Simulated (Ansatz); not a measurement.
Reaction (ligand exchange at the Si–Cl bond): `Cl[SiH2]Cl` + `CO[SiH2]N` → `CO[SiH2]N[SiH2]Cl` + HCl

Isolated molecules relaxed with PBE0-D4/def2-TZVP in Ansatz; ΔE leaves out vibrations. CBS: MP2 limit from def2 TZ/QZ plus the TZ coupled-cluster correction, frozen cores. This one scheme is used for every species. Functionals use def2-TZVPP. Each species was taken in one conformer, which may not be the lowest.

`Cl[SiH2]Cl`:

Cartesian coordinates in Å:
```
Cl 1.484 -1.231 0.370
Si -0.134 -0.041 0.009
Cl 0.477 1.835 -0.509
H -0.932 0.051 1.247
H -0.894 -0.614 -1.118
```

`CO[SiH2]N`:

Cartesian coordinates in Å:
```
C 0.725 1.028 1.188
O -0.512 0.903 0.531
Si -0.701 0.029 -0.850
N -0.377 -1.642 -0.742
H 1.069 0.065 1.583
H 1.500 1.425 0.520
H 0.605 1.721 2.023
H 0.243 0.539 -1.881
H -2.123 0.244 -1.191
H 0.524 -2.030 -0.959
H -0.953 -2.283 -0.223
```

`CO[SiH2]N[SiH2]Cl`:

```xyz
14

C    -0.693   -1.562    1.377
O     0.600   -1.229    0.923
Si    0.939   -0.814   -0.622
N     0.045    0.562   -1.172
Si    0.085    2.142   -0.521
Cl   -1.369    2.447    0.915
H    -1.114   -2.399    0.807
H    -0.620   -1.859    2.424
H    -1.371   -0.706    1.303
H     0.587   -1.911   -1.563
H     2.386   -0.517   -0.605
H    -0.691    0.367   -1.837
H     1.393    2.328    0.142
H    -0.178    3.150   -1.570
```

HCl:

```xyz
2

Cl   -0.617   -0.163   -0.037
H     0.617    0.163    0.037
```

Problem. Is it downhill or uphill in electronic energy at CCSD(T)/CBS, and by how much? (Best estimate.)

Solution. The calculation gave: Uphill: ΔE = +22.4 kJ/mol.

Problem. What do these levels give: ωB97X-V, ωB97M-V, r2SCAN, HF/def2-TZVPP, SCS-MP2/def2-TZVPP, MP2/CBS(def2)? (An estimate is asked.)

Solution. Ansatz gave: ωB97X-V 24.8, ωB97M-V 24.9, r2SCAN 29.6, HF/def2-TZVPP 29.8, SCS-MP2/def2-TZVPP 21.4, MP2/CBS(def2) 25.4 kJ/mol.

Largest T1 diagnostic among the species: 0.011.

In def2-TZVPP, CCSD(T) changes the Hartree–Fock value by −11.5 kJ/mol (the triples alone add −1.2 kJ/mol) and MP2 by −8.4 kJ/mol. The D4 term adds −11.1 kJ/mol with B3LYP and −6.8 kJ/mol with PBE0; it sums over pairs of atoms, weighted by their polarisabilities, and B3LYP, whose exchange is more repulsive, gets the larger term.

B3LYP here is the variant with VWN-RPA as its local correlation; programs differ in this.
